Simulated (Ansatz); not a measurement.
C3H12GeO2Si, SMILES `C[O][Ge]([CH3])([CH3])[O][SiH3]`, relaxed with RKS PBE-D4/def2-SVP in Ansatz from a rough embedded geometry. The force threshold is 0.03 eV/Å; the program also tests the step.

Charge 0, multiplicity 1.

Start:

```xyz
19

C    -0.578    1.974   -1.255
O     0.459    0.991   -1.134
Ge    0.222   -0.010    0.384
C     0.331    1.223    1.925
C     1.710   -1.233    0.529
O    -1.322   -0.855    0.354
Si   -1.317   -1.832   -1.070
H    -1.550    1.478   -1.195
H    -0.445    2.473   -2.168
H    -0.483    2.663   -0.388
H    -0.596    1.789    1.945
H     1.232    1.793    1.896
H     0.295    0.493    2.893
H     1.840   -1.852   -0.412
H     2.653   -0.685    0.705
H     1.567   -1.947    1.378
H    -0.978   -1.064   -2.246
H    -2.660   -2.441   -1.233
H    -0.381   -2.961   -0.907
```

(1) How much energy does the relaxation release, and in how many steps? (Best estimate.)

(2) Which bonds change most? (An estimate is asked.)

(3) Give the relaxed structure. (Best estimate.)

## Answers

(1) The calculation gave: 19.15 kcal/mol, in 13 steps, 1 of them rejected.

(2) Computed: C4–H13 from 1.213 to 1.107 Å; Si7–H17 from 1.445 to 1.508 Å; C1–H9 from 1.049 to 1.111 Å; O6–Si7 from 1.727 to 1.673 Å.

(3) Ansatz gave: 
```xyz
19

C    -0.334    2.032   -1.335
O     0.640    1.064   -1.001
Ge    0.427    0.034    0.462
C     0.091    1.098    2.063
C     1.978   -1.141    0.456
O    -1.093   -0.919    0.228
Si   -1.578   -1.975   -0.977
H    -1.335    1.582   -1.534
H    -0.009    2.553   -2.260
H    -0.466    2.809   -0.543
H    -0.855    1.661    1.951
H     0.922    1.809    2.235
H     0.000    0.429    2.940
H     2.105   -1.579   -0.553
H     2.889   -0.566    0.711
H     1.846   -1.957    1.192
H    -1.731   -1.278   -2.306
H    -2.906   -2.551   -0.574
H    -0.594   -3.106   -1.154
```
